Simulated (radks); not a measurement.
Removal energies from the iron ion Fe7+, [Ar] 3d(3/2: 1, 5/2: 0), by Delta-SCF beside the eigenvalue of the level emptied. All-electron calculation, Dirac Kohn-Sham, PBE, spin-unpolarised, spherical densities, finite nucleus; Fermi nuclear charge, rms radius of each element as measured or else 0.836 A^(1/3) + 0.57 fm. Program: a radial shooting solver on a logarithmic mesh with Libxc functionals. Sub-shells are occupied by j as written (lower j first in brackets).

[
 {"removed from": "3d3/2", "final configuration": "[Ar]", "Delta-SCF (eV)": "150.94", "-eigenvalue (eV)": "136.94"},
 {"removed from": "3p3/2", "final configuration": "[Ne] 3s2 3p(1/2: 2, 3/2: 3) 3d(3/2: 1, 5/2: 0)", "Delta-SCF (eV)": "205.56", "-eigenvalue (eV)": "191.75"},
 {"removed from": "3p1/2", "final configuration": "[Ne] 3s2 3p(1/2: 1, 3/2: 4) 3d(3/2: 1, 5/2: 0)", "Delta-SCF (eV)": "207.55", "-eigenvalue (eV)": "193.63"},
 {"removed from": "3s1/2", "final configuration": "[Ne] 3s1 3p6 3d(3/2: 1, 5/2: 0)", "Delta-SCF (eV)": "241.90", "-eigenvalue (eV)": "227.83"}
]
